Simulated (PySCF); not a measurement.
**What the low excited states add to the polarisability**

Compound: [(F)2Al]2O.
Geometry (PBE0-D3(BJ)/def2-SVP, Å), atoms numbered from 1 in this order:
```
atom  x, y, z in Å
Al1   -1.3615   -0.8575   -0.4613
F2    -1.6258   -2.3930    0.0761
F3    -2.5016   -0.1541   -1.4215
O4     0.0319   -0.0308   -0.0405
Al5    1.3915    0.8226    0.4324
F6     2.7656    0.8040   -0.4769
F7     1.3917    1.7068    1.8231
```

The calculation used PySCF, TDDFT B3LYP/def2-SVPD, vertical, gas phase, core orbitals frozen in the response.

Excitation energies and transition dipoles (atomic units, axes of the coordinates) of those of the lowest 15 singlets that add 0.02 au or more to the mean polarisability:

```csv
state,ΔE (hartree),μx,μy,μz
S1,0.2574,0.029,0.157,-0.388
S2,0.2578,-0.237,0.329,0.115
S3,0.2969,-0.075,0.101,0.022
S4,0.2973,-0.021,-0.042,0.121
S5,0.3075,-0.160,0.162,0.198
S6,0.3078,-0.053,0.203,-0.224
S9,0.3172,-0.599,-0.363,-0.190
S13,0.3301,0.038,-0.333,0.563
S14,0.3302,0.364,-0.477,-0.299
S15,0.3314,-0.811,-0.487,-0.249
```

Problem. What does each state add to αxx, αyy and αzz, and how do the sums compare with the full static tensor?

Solution. Each state adds 2 μα² / ΔE.

```json
{"state": "S1", "αxx (au)": "0.01", "αyy (au)": "0.19", "αzz (au)": "1.17"}
{"state": "S2", "αxx (au)": "0.44", "αyy (au)": "0.84", "αzz (au)": "0.10"}
{"state": "S3", "αxx (au)": "0.04", "αyy (au)": "0.07", "αzz (au)": "0.00"}
{"state": "S4", "αxx (au)": "0.00", "αyy (au)": "0.01", "αzz (au)": "0.10"}
{"state": "S5", "αxx (au)": "0.17", "αyy (au)": "0.17", "αzz (au)": "0.25"}
{"state": "S6", "αxx (au)": "0.02", "αyy (au)": "0.27", "αzz (au)": "0.32"}
{"state": "S9", "αxx (au)": "2.26", "αyy (au)": "0.83", "αzz (au)": "0.23"}
{"state": "S13", "αxx (au)": "0.01", "αyy (au)": "0.67", "αzz (au)": "1.92"}
{"state": "S14", "αxx (au)": "0.80", "αyy (au)": "1.38", "αzz (au)": "0.54"}
{"state": "S15", "αxx (au)": "3.97", "αyy (au)": "1.43", "αzz (au)": "0.38"}
{"state": "all 15 states", "αxx (au)": "7.7", "αyy (au)": "5.9", "αzz (au)": "5.0"}
{"state": "full response", "αxx (au)": "45.1", "αyy (au)": "41.0", "αzz (au)": "39.3"}
{"state": "share (%)", "αxx (au)": "17", "αyy (au)": "14", "αzz (au)": "13"}
```

The rest comes from the higher roots of the same response equations.

Problem. Give the full tensor and its principal values.

Solution. In au, rows and columns x, y, z:
```
x   45.1  4.0  2.1
y    4.0 41.0  1.2
z    2.1  1.2 39.3
```
Principal values 38.6, 38.7 and 48.2 au; mean 41.8 au (6.20 Å³).

Problem. By how much does the contribution of these states grow at 632.8 nm?

Solution. With ω = 0.0720 hartree each state's term in the mean polarisability goes from f / ΔE² to f / (ΔE² − ω²), f = (2/3) ΔE |μ|²; the sum over all 15 states goes from 6.20 to 6.55 au, a rise of 0.35 au.

A one-level model with all 40 active electrons at a single energy would need ΔE = √(N/α) = 26.6 eV to give this α, against S1 at 7.00 eV.
